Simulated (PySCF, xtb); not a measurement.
C3H8O2Si, SMILES CC(C[SiH2]O)=O. Other conformers were not sampled.

Harmonic wavenumbers (cm⁻¹) from GFN2-xTB (xtb) at its own minimum, in rising order: 63, 90, 121, 157, 244, 376, 436, 503, 515, 559, 607, 685, 710, 788, 810, 878, 897, 937, 967, 985, 1102, 1143, 1226, 1367, 1450, 1458, 1463, 1708, 2257, 2322, 3007, 3020, 3026, 3048, 3052, 3449.

What does r2SCAN-D4/def2-SVP run with PySCF 2.14.0 give at its own minimum? (An estimate is asked for; the answer gives what the named calculation found.)

54, 100, 145, 187, 255, 373, 499, 525, 549, 593, 699, 729, 770, 822, 875, 924, 939, 986, 991, 1023, 1112, 1116, 1254, 1354, 1413, 1427, 1442, 1761, 2197, 2245, 3034, 3050, 3123, 3129, 3182, 3646. Paired by order, the mean absolute difference is 46 cm⁻¹ and the zero-point energies are 64.9 and 66.5 kcal/mol.
